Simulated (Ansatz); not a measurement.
Basis-set extrapolation for C2H7BSSi (`[SiH3]B1CSC1`) (PBE0-D4/def2-TZVP geometry, frozen core, Ansatz 0.2.0). Multiplicity 1, RHF reference.

|  | def2-TZVPP | def2-QZVPP |
| --- | --- | --- |
| HF | -790.976139 | -791.000870 |
| MP2 correlation | -0.729073 | -0.781129 |
| CCSD(T) correlation | -0.827953 | not run |

Energies in hartree. Use E(X) = E(∞) + A·exp(−7.88·√X) for Hartree–Fock and E(X) = E(∞) + B·X^(−2.97) for correlation, with X = 3 and 4, and add CCSD(T) minus MP2 of the smaller set to the MP2 limit.

Question: What is the CCSD(T) energy at the basis-set limit?

Answer: HF limit: -791.000870 + (-0.024731) × 0.13774 = -791.00428. MP2 limit: -0.781129 + (-0.052056) × 0.74074 = -0.81969. Higher-order term: -0.827953 − (-0.729073) = -0.09888. Total: -791.92285 hartree, 74.5 kcal/mol below CCSD(T)/def2-TZVPP.
